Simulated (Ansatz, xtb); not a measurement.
## Two isomers of C4H4BFS

Structure I: `Bc1cc(F)cs1`, a singlet. Structure II: `Bc1sccc1F`, a singlet. Both are isolated molecules in the gas phase, relaxed with B3LYP-D3(BJ)/def2-SVP; the shapes shown needn't be the lowest conformers.

I (Å):

```tsv
atom	x (Å)	y (Å)	z (Å)
C	0.3559	0.9024	-0.8656
C	1.7071	0.7873	-0.5465
C	2.5501	1.2933	-1.5576
C	1.8746	1.7973	-2.6524
B	-0.8603	0.4819	-0.0552
F	3.8802	1.2859	-1.4655
S	0.1809	1.6499	-2.4415
H	-0.6975	-0.0293	1.0251
H	-1.9745	0.6553	-0.4827
H	2.0717	0.3528	0.3849
H	2.3199	2.2352	-3.5441
```

II (Å):

| atom | x (Å) | y (Å) | z (Å) |
| --- | --- | --- | --- |
| C | 0.4786 | 1.2858 | -0.6943 |
| C | 1.8284 | -0.6616 | -1.5317 |
| C | 2.2651 | 0.5292 | -2.0745 |
| C | 1.4942 | 1.6120 | -1.5918 |
| B | -0.5175 | 2.1906 | 0.0033 |
| F | 1.7335 | 2.8591 | -1.9781 |
| S | 0.5068 | -0.4520 | -0.4583 |
| H | -1.3358 | 1.7251 | 0.7568 |
| H | -0.4872 | 3.3773 | -0.1993 |
| H | 2.2352 | -1.6543 | -1.7235 |
| H | 3.0893 | 0.6352 | -2.7793 |

Quicker runs give these differences E(II) − E(I): GFN2-xTB −0.91 kcal/mol; HF/STO-3G −3.40 kcal/mol (at GFN2-xTB geometries); r2SCAN-D4/def2-SVP −2.47 kcal/mol (at GFN2-xTB geometries).

**Question.** Estimate E(II) − E(I) at the level CCSD(T)/def2-SVP + ΔMP2/def2-TZVPP.

**Answer.** Too close to call at this level: CCSD(T)/def2-SVP + ΔMP2/def2-TZVPP gives E(II) − E(I) = −1.42 kcal/mol.

Level by level:

```
                             level               geometry  E(II) − E(I) (kcal/mol)  departure from the last row (kcal/mol)  job, with rough time for the two
                          GFN2-xTB               GFN2-xTB                     −0.91                                   +0.51              optimisation, 0.49 s
                         HF/STO-3G               GFN2-xTB                     −3.40                                   −1.97               single point, 2.7 s
                r2SCAN-D4/def2-SVP               GFN2-xTB                     −2.47                                   −1.04                single point, 12 s
             B3LYP-D3(BJ)/def2-SVP  B3LYP-D3(BJ)/def2-SVP                     −2.18                                   −0.75             optimisation, 2.8 min
                       HF/def2-SVP  B3LYP-D3(BJ)/def2-SVP                     −2.68                                   −1.26           part of the CCSD(T) run
                      MP2/def2-SVP  B3LYP-D3(BJ)/def2-SVP                     −1.98                                   −0.56           part of the CCSD(T) run
                  CCSD(T)/def2-SVP  B3LYP-D3(BJ)/def2-SVP                     −2.20                                   −0.78                      single point
CCSD(T)/def2-SVP + ΔMP2/def2-TZVPP  B3LYP-D3(BJ)/def2-SVP                     −1.42                                                     single point, 2.3 min
```

As drawn, both hold the same kinds of bond in the same numbers.

The largest departure from CCSD(T)/def2-SVP + ΔMP2/def2-TZVPP is that of HF/STO-3G, 1.97 kcal/mol. The last row adds to CCSD(T) the change of the MP2 difference between the two basis sets, here +0.78 kcal/mol.

With thermal terms from frequencies at re-optimised GFN2-xTB minima (ideal gas, soft modes damped towards free rotors, one conformer each, 298.15 K, 1 atm): on the last row, ΔE + ΔZPE = −1.33, ΔH = −1.33, ΔG = −1.32 kcal/mol.

The correlated steps freeze 11 core orbitals. Run with Ansatz 0.2.0, xtb 6.7.1; the last row on 2 threads of Intel(R) Xeon(R) Processor @ 2.50GHz (Skylake/Cascade Lake) on a shared host.
